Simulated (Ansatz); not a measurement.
Relaxation of CH5AlN2O (10 atoms, charge 0, multiplicity 1), to a largest force component of 0.015 eV/Å in at most 40 steps.

Theory: RKS PBE0-D4/def2-SVP in Ansatz 0.2.0.

```xyz
10
Properties=species:S:1:pos:R:3
C -1.196 0.397 -1.530
N 0.023 0.304 -1.436
Al 0.829 -0.233 0.174
N -0.125 -0.586 1.731
O 2.689 -0.410 0.251
H -1.906 0.266 -0.702
H -1.647 0.754 -2.484
H -0.844 -1.322 1.457
H -0.748 0.285 1.972
H 3.008 0.493 0.569
```

**Question.** Where does it end, and by what steps?

**Answer.** It converged. The force dipped under the threshold on the way, but the program's further checks kept it going. After 29 steps the energy has fallen by 1.356 eV; H8 moved furthest, 1.99 Å.

```csv
step,energy less start (eV),largest force component (eV/Å),accepted
0,0.0000,3.578,yes
2,-0.5400,1.621,yes
4,-0.8487,0.410,yes
6,-1.0356,0.473,yes
8,-1.1666,0.279,yes
10,-1.2336,0.218,yes
12,-1.2470,0.409,yes
14,-1.2759,0.176,yes
16,-1.3165,0.350,yes
18,-1.3278,0.624,no
20,-1.3496,0.241,yes
22,-1.3508,0.418,no
24,-1.3561,0.007,yes
26,-1.3562,0.063,yes
28,-1.3565,0.016,yes
29,-1.3565,0.011,yes
```

```xyz
10
Properties=species:S:1:pos:R:3
C -1.269 0.466 -1.947
N -0.498 0.349 -0.977
Al 0.581 -0.126 0.326
N -0.055 -0.290 1.968
O 2.219 -0.358 -0.071
H -1.660 -0.399 -2.532
H -1.633 1.454 -2.313
H 0.464 -0.604 2.779
H -1.013 -0.089 2.229
H 2.947 -0.454 0.542
```

Whether the end is a true minimum wasn't checked by a vibrational analysis.

Run time: 60 s on 2 threads of Arm Neoverse V2 (shared host), peak memory 0.2 GiB.
